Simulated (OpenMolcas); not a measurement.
Ti2+ with its 6 nearest chloride ions at 2.62 Å, on the Y site of Cs2NaYCl6 (a = 10.7396 Å, distance in the model lattice 2.619 Å). The rest of the host is ab initio model potentials to 7.6 Å, with orthogonalisation functions on the cations behind the ligands, and point charges beyond; the distance is set by hand and nothing relaxes, and no local charge compensation is placed. Ligand basis ANO-RCC-VDZP.
```
Ti    0.0000    0.0000    0.0000
Cl    2.6200    0.0000    0.0000
Cl    0.0000    2.6200    0.0000
Cl   -2.6200    0.0000    0.0000
Cl    0.0000   -2.6200    0.0000
Cl    0.0000    0.0000    2.6200
Cl    0.0000    0.0000   -2.6200
```

| Property | Result |
| --- | --- |
| Program | OpenMolcas |
| Method | SS-CASPT2, IPEA 0.25 Eh, imaginary shift 0.1 Eh (closed shells correlated: 3s 3p and the ligand valence shells) |
| Basis | ANO-RCC-VTZP [6s5p3d2f1g] |
| Scalar Hamiltonian | DKH2, point nucleus |
| Active space | 2 electrons in 5 orbitals (3d) |
| State averaging | 2S+1 = 3 even, 10 roots; 2S+1 = 1 even, 15 roots |
| Spin-orbit coupling | RASSI with atomic mean-field integrals over the reference wave functions |

(1) What is the spin-free ground state (labels of O, the rotations of Oh)?

(2) Where is the first state of the same spin?

(3) What are the lowest two levels with spin-orbit coupling?

(4) What is χT at 300 K, and how does it compare with the textbook value?

(5) Which ligand-field parameters describe the states?

## Answers

(1) 3T1, 3-fold in its orbital part, 96 % from free-ion F terms; it has the highest spin that d2 allows.

(2) 3T2 at 7590 cm-1 above the ground state.

(3) A 2-fold level E, then a 3-fold level T2 3 cm-1 above it. Their leading multiplicities are 3 (100 %) and 3 (100 %).

(4) The lowest level has 2S+1 = 3, for which the spin-only value is χT = S(S+1) / 2 = 1.000 cm3 K/mol (g = 2). The computed 1.114 at 300 K differs by +0.114, through orbital momentum, spin-orbit coupling and any other state in reach. With a threefold ground state the orbital momentum is unquenched, so the spin-only value is not expected to hold.

(5) A least-squares ligand-field fit to the states below 45000 cm-1, each weighted by its degeneracy and with a free common offset, gives 10Dq = 8724 cm-1, B = 637 cm-1 and C = 2119 cm-1 (C/B = 3.33), with an rms deviation of 320 cm-1. The same method and metal basis give the free ion B = 791 cm-1 (fit to its terms below 60000 cm-1, rms deviation 557 cm-1), so the nephelauxetic ratio is β = 637 / 791 = 0.81; it hangs on how both fits weigh the states, and computed free-ion B values tend to be too large, so β mixes covalency with correlation.

Roots that are degenerate in the reference are averaged as groups; the widest CASPT2 spread within a group is 60 cm-1 (the 3-fold group of multiplicity 3 near 7590 cm-1 above the lowest state of its run). Shifts and gaps below about the spread of the groups concerned are not significant. Over all roots computed the reference weight is 0.67 to 0.69; a low but even weight reflects the number of correlated electrons. An orbital triplet at a regular site is open to Jahn-Teller coupling, which can distort the site and quench the lowest spin-orbit gaps and is left out. Ligand-to-metal charge-transfer states are missing. With no ligand orbital active B as a rule stays too high, so bands that hang on it stand too high and its fall with covalency is understated. With one d shell and no ligand orbital active, 10Dq can be off by tens of per cent for divalent 3d ions, low with halides held by bare charges and at times high in hosts. Free-ion shares, where given, are those of the reference states; single-state CASPT2 does not remix them. No measured value stands beside these numbers; the geometry was set by hand and not optimised.
